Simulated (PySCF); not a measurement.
Te(F)(Et) (C₂H₅FTe), SMILES C(C)[Te]F. The structure is a stationary point at PBE0-D3(BJ)/def2-SVP. The def2 effective core potentials stand for the cores of Te; spin–orbit coupling is left out. Other conformers were not sampled.

Computed equilibrium geometry at PBE0-D3(BJ)/def2-SVP (PySCF confirms it by a frequency run) as bond lengths and angles (one conformer of several):
Atoms: Te1 F2 C3 C4 H5 H6 H7 H8 H9. Bond lengths (Å): Te1–F2 1.953, Te1–C3 2.152, C3–C4 1.515, C3–H5 1.099, C3–H6 1.103, C4–H7 1.100, C4–H8 1.100, C4–H9 1.102. Bond angles (°): F2–Te1–C3 91.8, Te1–C3–C4 112.1, Te1–C3–H5 106.6, Te1–C3–H6 104.8, C4–C3–H5 112.3, C4–C3–H6 112.9, H5–C3–H6 107.7, C3–C4–H7 111.6, C3–C4–H8 110.4, C3–C4–H9 110.4, H7–C4–H8 107.9, H7–C4–H9 108.3, H8–C4–H9 108.1.
Charge 0, spin multiplicity 1.
